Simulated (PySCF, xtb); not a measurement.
C₄H₆ClF, SMILES F[C@H](Cl)C1CC1. One conformer was computed; it need not be the lowest.

Harmonic wavenumbers (cm⁻¹) from GFN2-xTB (xtb) at its own minimum, in rising order: 59, 186, 222, 337, 373, 582, 708, 799, 840, 870, 989, 993, 1041, 1075, 1081, 1088, 1131, 1150, 1185, 1241, 1277, 1372, 1431, 1484, 2905, 3070, 3099, 3101, 3107, 3124.

### Question
What does PBE-D3(BJ)/def2-SVP run with PySCF give at its own minimum? (Estimate from the structure and the level; the computed values follow.)

### Answer
85, 198, 236, 353, 379, 602, 720, 759, 799, 820, 929, 979, 1014, 1017, 1031, 1071, 1127, 1141, 1196, 1218, 1320, 1354, 1376, 1447, 3015, 3071, 3074, 3107, 3165, 3174. Paired by order, the mean absolute difference is 30 cm⁻¹ and the zero-point energies are 57.1 and 56.9 kcal/mol.
